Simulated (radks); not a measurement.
Q: Valence configurations of neutral manganese (all share [Ar]). Method: scalar-relativistic Kohn-Sham, PBE, spin-polarised, spherical densities, point nucleus; open shells are filled with parallel spins first; computed with a radial shooting solver on a logarithmic mesh with Libxc functionals. Order these by energy: 3d5 4s2; 3d5.5 4s1 4p0.5; 3d5 4s1 4p1; 3d4.5 4s2 4p0.5; 3d3 4s2 4p2; 3d3.5 4s1.5 4p2; 3d6 4s1; 3d7; 3d4 4s2 4p1.

A: From the lowest, in eV above it: 3d5 4s2 0.000; 3d6 4s1 1.341; 3d5.5 4s1 4p0.5 1.497; 3d5 4s1 4p1 2.229; 3d4.5 4s2 4p0.5 3.864; 3d7 5.002; 3d4 4s2 4p1 8.935; 3d3.5 4s1.5 4p2 16.831; 3d3 4s2 4p2 23.050. NIST lists [Ar] 3d5 4s2 as the ground configuration; this level of theory agrees among the configurations tried. The energies are those of spherical high-spin densities, not of single terms. No valid solution was reached for [Ar] 3d5 4p2.
